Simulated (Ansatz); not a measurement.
C₆H₁₆Sn, SMILES `C[CH](C)[SnH2][CH](C)C`. The species carries charge 0 and has multiplicity 1. Sn: def2 effective core potential. The geometry is a stationary point of PBE0-D4/def2-TZVP. It is one conformer, not always the lowest.

```xyz
23

C     0.231   -1.421    2.669
C     0.147   -0.357    1.586
C    -1.162    0.416    1.659
Sn    0.442   -1.235   -0.374
C     0.430    0.269   -1.937
C     1.271    1.470   -1.531
C    -0.985    0.673   -2.323
H     0.117   -0.974    3.664
H     1.186   -1.952    2.654
H    -0.563   -2.167    2.560
H     0.979    0.344    1.713
H    -1.300    0.853    2.655
H    -1.204    1.234    0.935
H    -2.023   -0.234    1.472
H    -0.814   -2.376   -0.654
H     1.946   -2.067   -0.388
H     0.903   -0.217   -2.797
H     0.859    1.971   -0.649
H     2.304    1.194   -1.300
H     1.303    2.214   -2.335
H    -1.583   -0.180   -2.651
H    -0.971    1.402   -3.143
H    -1.515    1.143   -1.489
```

Question: What is the dipole moment at ωB97M-V/def2-TZVPP? (Estimate.)

Answer: The calculation gave: 0.90 D, with components (0.00, 0.90, 0.04) D in this frame, pointing from negative to positive charge.

Question: And with PBE, r2SCAN, B3LYP? (Best estimate.)

Answer: Computed: PBE 0.99 D, r2SCAN 0.98 D, B3LYP 0.97 D.

Question: Give the Mulliken charges with ωB97M-V, B3LYP, r2SCAN in def2-TZVPP. (Estimate.)

Answer: The calculation gave: 
| atom | ωB97M-V | B3LYP | r2SCAN |
| --- | --- | --- | --- |
| C1 | -0.33 | -0.28 | -0.17 |
| C2 | -0.32 | -0.22 | -0.14 |
| C3 | -0.34 | -0.28 | -0.18 |
| Sn4 | 0.58 | 0.70 | 0.60 |
| C5 | -0.33 | -0.23 | -0.15 |
| C6 | -0.34 | -0.29 | -0.18 |
| C7 | -0.32 | -0.28 | -0.17 |
| H8 | 0.10 | 0.07 | 0.04 |
| H9 | 0.12 | 0.09 | 0.06 |
| H10 | 0.12 | 0.09 | 0.05 |
| H11 | 0.12 | 0.08 | 0.04 |
| H12 | 0.11 | 0.08 | 0.04 |
| H13 | 0.10 | 0.08 | 0.05 |
| H14 | 0.12 | 0.09 | 0.06 |
| H15 | -0.10 | -0.15 | -0.14 |
| H16 | -0.09 | -0.15 | -0.13 |
| H17 | 0.12 | 0.08 | 0.04 |
| H18 | 0.11 | 0.08 | 0.05 |
| H19 | 0.12 | 0.09 | 0.06 |
| H20 | 0.11 | 0.08 | 0.04 |
| H21 | 0.12 | 0.09 | 0.06 |
| H22 | 0.11 | 0.08 | 0.04 |
| H23 | 0.11 | 0.08 | 0.05 |

B3LYP here is the variant with VWN-RPA as its local correlation; programs differ in this.
